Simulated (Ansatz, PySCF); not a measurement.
Energy landscape of H2Ge, singlet: symmetric bend, bond length relaxed. Scanned: H-Ge-H angle. Other coordinates (Ge-H bond length) were minimised at B3LYP/def2-TZVP.

Levels of theory: RKS-B3LYP/6-31G* = restricted B3LYP/6-31G*, spherical d (PySCF); RKS-LDA (SVWN5)/6-31G* = restricted LDA (SVWN5)/6-31G*, spherical d (PySCF 2.14.0); RHF/LANL2DZ = restricted Hartree-Fock/LANL2DZ, with its core potentials past Ne (PySCF); FCI/aug-cc-pVDZ = full CI/aug-cc-pVDZ, cores with 3d frozen (Ansatz, a first-principles code).

Energies relative to the lowest point of each profile, in kcal/mol; the last columns give the difference from FCI:

| a / ° | RKS-B3LYP/6-31G* | RKS-LDA (SVWN5)/6-31G* | RHF/LANL2DZ | FCI/aug-cc-pVDZ | RKS-B3LYP/6-31G* − FCI/aug-cc-pVDZ | RKS-LDA (SVWN5)/6-31G* − FCI/aug-cc-pVDZ | RHF/LANL2DZ − FCI/aug-cc-pVDZ |
|---|---|---|---|---|---|---|---|
| 159.91 | 59.7 | 56.7 | 0.0 | 53.7 | 6.1 | 3.1 | -53.7 |
| 151.55 | 47.5 | 45.6 | 4.5 | 43.2 | 4.3 | 2.3 | -38.7 |
| 139.77 | 31.9 | 30.9 | 10.1 | 29.2 | 2.7 | 1.7 | -19.1 |
| 128.83 | 19.9 | 19.5 | 16.4 | 18.1 | 1.8 | 1.4 | -1.7 |
| 119.47 | 11.7 | 11.7 | 23.3 | 10.5 | 1.2 | 1.2 | 12.8 |
| 109.29 | 5.1 | 5.3 | 32.7 | 4.4 | 0.7 | 0.9 | 28.3 |
| 99.07 | 1.1 | 1.3 | 44.3 | 0.8 | 0.3 | 0.5 | 43.5 |
| 90.32 | 0.0 | 0.0 | 56.6 | 0.0 | 0.0 | 0.0 | 56.6 |
| 78.77 | 2.0 | 1.4 | 77.0 | 2.4 | -0.4 | -1.0 | 74.6 |
| 71.93 | 5.2 | 4.1 | 91.9 | 5.7 | -0.5 | -1.6 | 86.2 |
| 60 | 14.6 | 12.2 | 124.7 | 14.7 | -0.2 | -2.6 | 109.9 |

RKS-B3LYP/6-31G* is furthest from FCI/aug-cc-pVDZ at 159.91 (6.1 kcal/mol, above); its mean absolute difference over the points is 1.6 kcal/mol.

RKS-LDA (SVWN5)/6-31G* is furthest from FCI/aug-cc-pVDZ at 159.91 (3.1 kcal/mol, above); its mean absolute difference over the points is 1.5 kcal/mol.

RHF/LANL2DZ is furthest from FCI/aug-cc-pVDZ at 60 (109.9 kcal/mol, above); its mean absolute difference over the points is 47.7 kcal/mol.

The scan ran from 180.0 to 60.0; beyond the range shown the relaxed coordinates jump or full CI changes its symmetry label.
